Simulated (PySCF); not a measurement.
sodium atom (Na), doublet; PySCF with DF-R2SCAN/pcseg-0.

Input for PySCF:
```python
from pyscf import gto, scf, dft

mol = gto.M(
    atom='''
Na    0.00000000    0.00000000    0.00000000
''',
    basis='pcseg-0',
    spin=1,
    verbose=4,
)

mf = dft.UKS(mol)
mf.xc = 'r2scan'
mf = mf.density_fit(auxbasis='def2-universal-jkfit')
mf.kernel()
mf.analyze()
```

Task: Write the output that PySCF gives for this input, abridged.

Result: 
```
PySCF version 2.14.0

[INPUT] verbose = 4
[INPUT] num. atoms = 1
[INPUT] num. electrons = 11
[INPUT] charge = 0
[INPUT] spin (= nelec alpha-beta = 2S) = 1
[INPUT] symmetry False subgroup None
[INPUT] Mole.unit = angstrom
[INPUT] Symbol           X                Y                Z      unit          X                Y                Z       unit  Magmom
[...]
nuclear repulsion = 0
number of shells = 2
number of NR pGTOs = 24
number of NR cGTOs = 10
basis = pcseg-0
ecp = {}

******** <class 'pyscf.df.df_jk.DFUKS'> ********
method = DFUKS
initial guess = minao
damping factor = 0
level_shift factor = 0
DIIS = <class 'pyscf.scf.diis.CDIIS'>
diis_start_cycle = 1
diis_space = 8
diis_damp = 0
SCF conv_tol = 1e-09
SCF conv_tol_grad = None
SCF max_cycles = 50
direct_scf = False
number electrons alpha = 6  beta = 5
XC library pyscf.dft.libxc version 7.1.2
    S. Lehtola, C. Steigemann, M. J. T. Oliveira, and M. A. L. Marques,  SoftwareX 7, 1–5 (2018)
XC functionals = r2scan
    J. W. Furness, A. D. Kaplan, J. Ning, J. P. Perdew, and J. Sun,  J. Phys. Chem. Lett. 11, 8208–8215 (2020)
    J. W. Furness, A. D. Kaplan, J. Ning, J. P. Perdew, and J. Sun,  J. Phys. Chem. Lett. 11, 9248–9248 (2020)
    J. W. Furness, A. D. Kaplan, J. Ning, J. P. Perdew, and J. Sun,  J. Phys. Chem. Lett. 11, 8208–8215 (2020)
    J. W. Furness, A. D. Kaplan, J. Ning, J. P. Perdew, and J. Sun,  J. Phys. Chem. Lett. 11, 9248–9248 (2020)
radial grids:
    Treutler-Ahlrichs [JCP 102, 346 (1995); DOI:10.1063/1.469408] (M4) radial grids

becke partition: Becke, JCP 88, 2547 (1988); DOI:10.1063/1.454033
pruning grids: <function nwchem_prune>
grids dens level: 3
symmetrized grids: False
atomic radii adjust function: <function treutler_atomic_radii_adjust>
small_rho_cutoff = 0
Set gradient conv threshold to 3.16228e-05
tot grids = 18104
init E= -162.007072446553

cycle= 1 E= -162.040112907684  delta_E= -0.033  |g|= 0.0118  |ddm|= 0.511
cycle= 2 E= -162.040522159021  delta_E= -0.000409  |g|= 0.00325  |ddm|= 0.161
cycle= 3 E= -162.040530413011  delta_E= -8.25e-06  |g|= 0.000238  |ddm|= 0.00657
cycle= 4 E= -162.04053062119  delta_E= -2.08e-07  |g|= 2.99e-06  |ddm|= 0.0038
cycle= 5 E= -162.040530621226  delta_E= -3.6e-11  |g|= 1.03e-07  |ddm|= 5.13e-05
Extra cycle  E= -162.040530621226  delta_E=    0  |g|= 1.44e-08  |ddm|= 4.92e-07
converged SCF energy = -162.040530621226  <S^2> = 0.75005977  2S+1 = 2.0000598
**** SCF Summaries ****
Total Energy =                        -162.040530621226139
Nuclear Repulsion Energy =               0.000000000000000
One-electron Energy =                 -227.253722576764915
Two-electron Energy =                   65.213191955538775
Two-electron Coulomb Energy =           79.531159267366448
DFT Exchange-Correlation Energy =      -14.317967311827671
**** MO energy ****
                             alpha | beta                alpha | beta
[...]
To work with the spin densities directly, `use mulliken_meta_spin()` only printing them here.

 ** Mulliken spin pop alpha/beta on meta-lowdin orthogonal AOs **
 ** Mulliken Spin Density (per AO)  **
spin_pop of  0 Na 1s        0.00000
spin_pop of  0 Na 2s        0.00031
spin_pop of  0 Na 3s        0.99969
spin_pop of  0 Na 4s       -0.00000
spin_pop of  0 Na 2px      -0.00008
spin_pop of  0 Na 2py      -0.00008
spin_pop of  0 Na 2pz      -0.00008
spin_pop of  0 Na 3px       0.00008
spin_pop of  0 Na 3py       0.00008
spin_pop of  0 Na 3pz       0.00008
 ** Mulliken Spin Density (per atom)  **
spin density of  0 Na =      1.00000
 ** Mulliken pop alpha/beta on meta-lowdin orthogonal AOs **
 ** Mulliken pop       alpha | beta **
[...]
In total             6.00000 | 5.00000
 ** Mulliken atomic charges   ( Nelec_alpha | Nelec_beta ) **
charge of  0Na =     -0.00000  (     6.00000      5.00000 )
Dipole moment(X, Y, Z, Debye): -0.00000, -0.00000, -0.00000
```
